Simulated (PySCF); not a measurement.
## Correlation energy of Cl³⁺ (chlorine, charge +3)

[Ne] 3s2 3p2, high-spin 3P determinant. All numbers are calculated (PySCF 2.14, the spin-free X2C one-electron Hamiltonian (Gaussian nucleus), in aug-cc-pVDZ-DK). Frozen: [Ne]; 4 electrons correlated.

```csv
level,correlation energy (mhartree)
CCSD,-77.38
(T),-0.78
CCSD(T),-78.16
CCSDT,-78.42
FCI,-78.45
```

Diagnostics: T1 = 0.0062, D1 = 0.0169, largest double amplitude 0.106, weight of the Hartree-Fock determinant in FCI 0.9564 (33880 determinants).

Question: Is a single reference adequate?

Answer: Mostly. T1 lies below 0.03, but a double amplitude of this size points to a near-degeneracy that CCSD handles and MP2 describes poorly.
